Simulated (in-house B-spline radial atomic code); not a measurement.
Values are calculated unless marked as measured or tabulated.
# Be in an electron gas of r_s = 1.5: phase shifts, screening and friction

A nucleus sits in a uniform electron gas with a rigid positive background. The Kohn-Sham equations are solved self-consistently in the spin-unpolarised LDA (PW92), non-relativistic, on B-splines with outgoing waves at the boundary and partial waves to l = 8. The model has no lattice, no bands and no magnetic solution. Atomic units; δ_l are the phase shifts at the Fermi level, counted so that each bound state adds π, and good to about 0.0005.

The density parameter is r_s = 1.5 bohr.

```
l  δ_l (rad)
0     2.8771
1     0.8070
2     0.1314
3     0.0308
4     0.0083
5     0.0023
6     0.0007
7     0.0002
8     0.0001
```

Bound levels below the band bottom (hartree): s -3.061.

**Question.** Check the Friedel sum rule, and say where the screening charge sits.

**Answer.** k_F = (9π/4)^(1/3)/r_s = 1.27944. The rule is Z = (2/π) Σ (2l + 1) δ_l. The terms are s 1.832, p 1.541, d 0.418, f 0.137 and 0.072 beyond, in all 4.001 against Z = 4. Bound states hold 2 s, 0 p, 0 d electrons, so the scattering states carry 2.00 in all; where a term is smaller than its bound count, the bound level has drawn weight out of the band.

**Question.** Find the transport cross section and the electronic stopping of a 5 keV Be ion (mass 9.01 u).

**Answer.** σ_tr = (4π/k_F²) Σ (l + 1) sin²(δ_l − δ_(l+1)). The terms for l = 0 to 3 are 0.7707, 0.7822, 0.0303, 0.0020, all together 1.5854, so σ_tr = 7.677 × 1.5854 = 12.170 bohr². With n = 3/(4π r_s³) = 0.07074, the friction coefficient is Q = n k_F σ_tr = 1.1014. For v well below v_F = 1.279, dE/dx = Q v; with 24801 eV per u at v = 1, v = √(5000/(24801 × 9.01)) = 0.1496, so dE/dx = 0.16476 hartree/bohr = 84.7 eV/nm.
